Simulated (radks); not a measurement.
Results of a calculation; reference values are marked as such.
Charge is removed step by step from the 3p down level of Ar2+, starting from [Ne] 3s2 3p(up 3, down 1). Code: a radial shooting solver on a logarithmic mesh with Libxc functionals. Model: non-relativistic Kohn-Sham, PBE, spin-polarised, spherical densities, point nucleus.

| removed (e) | E - E(0) (eV) | eigenvalue (eV) | E minus straight line (eV) |
|---|---|---|---|
| 0 | 0.000 | -33.989 | 0.000 |
| 0.125 | 4.349 | -35.600 | -0.713 |
| 0.25 | 8.900 | -37.220 | -1.225 |
| 0.375 | 13.655 | -38.848 | -1.533 |
| 0.5 | 18.613 | -40.484 | -1.637 |
| 0.625 | 23.776 | -42.126 | -1.537 |
| 0.75 | 29.145 | -43.773 | -1.231 |
| 0.875 | 34.719 | -45.423 | -0.719 |
| 1 | 40.500 | -47.075 | 0.000 |

Removing the whole electron costs 40.500 eV by Delta-SCF, against 33.989 eV from minus the eigenvalue at the starting occupation. Slater's transition state (half an electron removed) gives 40.484 eV. Integrating minus the eigenvalue over the occupation (Janak's theorem) gives 40.500 eV. The mean slope of the eigenvalue, de/dn, is 13.1 eV per electron. Ionisation energy of Ar2+ in the NIST Atomic Spectra Database: 40.74 eV (semi-empirical).
